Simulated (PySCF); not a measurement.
Species: C5H8ClSi (doublet state).
Z-matrix (Å and degrees, GFN2-xTB geometry), rows numbered from 1:
```
C 
C   1  1.3195
C   2  1.5156  1  127.77
C   3  1.4957  2   96.91  1   179.05
C   4  1.4438  3  124.83  2   172.09
Cl  5  1.8703  4  109.58  3   -80.68
Si  4  1.8759  3   95.78  2     1.70
H   1  1.0812  2  122.28  3    -0.20
H   1  1.0777  2  121.80  3   179.72
H   3  1.0955  2  113.59  1    59.50
H   3  1.0955  2  113.18  1   -62.28
H   5  1.0901  4  114.01  3    34.25
H   5  1.0874  4  113.92  3   163.89
H   7  1.4652  2  117.60  1   -68.95
H   7  1.4634  2  116.72  1    66.03
```

The hyperfine couplings belong to this conformer and change with its torsions.

As a line formula: `C=C1C[C](CCl)[SiH2]1` [radical].

Computed with PySCF, UKS B3LYP, pcH-1 on C Cl H Si, non-relativistic, mean-field spin-orbit, GIAO. The structure is a single GFN2-xTB conformer in the gas phase; no vibrational or solvent corrections. The geometry wasn't refined by DFT: couplings that depend on bond lengths, twists or pyramidal angles can differ widely from those at the functional's own minimum.

Task: What are Nα, Nβ and the exact ⟨S²⟩?

Result: Nα = 35, Nβ = 34 (69 in all), and S(S+1) = 0.75 for S = 1/2.

Mulliken spin populations, one withheld:

```
atom           bound to  population
  C1         C2, H8, H9     -0.0056
  C2        C1, C3, Si7     +0.0033
  C3   C2, C4, H10, H11     -0.0808
  C4        C3, C5, Si7     +0.8968
  C5  C4, Cl6, H12, H13     -0.0608
 Cl6                 C5           ?
 Si7   C4, C2, H14, H15     -0.0373
  H8                 C1     +0.0002
  H9                 C1     +0.0004
 H10                 C3     +0.0434
 H11                 C3     +0.0478
 H12                 C5     +0.0104
 H13                 C5     +0.0057
 H14                Si7     +0.0222
 H15                Si7     +0.0271
```

Task: What does Cl6 hold?

Result: 1 − (0.8728) gives +0.127, since all populations sum to 2S.

Task: How is the spin shared among the elements?

Result: Carbon +0.75, hydrogen +0.16, chlorine +0.13, silicon -0.04. The positive populations sum to 1.18, the negative ones to -0.18.

Task: The run gives ⟨S²⟩ = 0.7550. What does that say of the overlap of α and β orbitals, and of the weight of higher spin?

Result: For a single determinant ⟨S²⟩ = S(S+1) + Nβ − Σ|⟨iα|jβ⟩|², so the squared overlaps of occupied orbitals sum to 34 − 0.0050 = 33.9950. If the quartet state (S + 1) were the only admixture, its weight would be 0.0050/(2S + 2) = 0.17 %.

Task: What Fermi-contact NMR shifts do the couplings of C1, C2, C3, C5, Si7, H9, H12/H13 imply at 298 K (Curie law, g = gₑ)?

Result: δ = a_FC·h·gₑ μB S(S+1)/(3 g_N μN kT), with k/h = 20836.6 MHz/K:

```json
{"nuclei": "C1", "isotope": "13C", "a_FC (MHz)": "-2.32", "g_N": "1.4048", "contact shift (ppm)": "-245"}
{"nuclei": "C2", "isotope": "13C", "a_FC (MHz)": "2.12", "g_N": "1.4048", "contact shift (ppm)": "+223"}
{"nuclei": "C3", "isotope": "13C", "a_FC (MHz)": "-28.79", "g_N": "1.4048", "contact shift (ppm)": "-3034"}
{"nuclei": "C5", "isotope": "13C", "a_FC (MHz)": "-6.57", "g_N": "1.4048", "contact shift (ppm)": "-692"}
{"nuclei": "Si7", "isotope": "29Si", "a_FC (MHz)": "38.88", "g_N": "-1.1106", "contact shift (ppm)": "-5183"}
{"nuclei": "H9", "isotope": "1H", "a_FC (MHz)": "0.30", "g_N": "5.5857", "contact shift (ppm)": "+8"}
{"nuclei": "H12/H13", "isotope": "1H", "a_FC (MHz)": "19.35", "g_N": "5.5857", "contact shift (ppm)": "+513"}
```

The shifts go as 1/T: at 348 K they are 0.856 times these. Entries for several nuclei are means.

Nuclei that the bonding pattern makes equivalent are averaged, as if the motion that swaps them (rotation, inversion, ring flip) were fast. The 1H value of +19.3 MHz is a mean of couplings from 14.2 to 24.4 MHz in this one geometry, not an average over conformers.
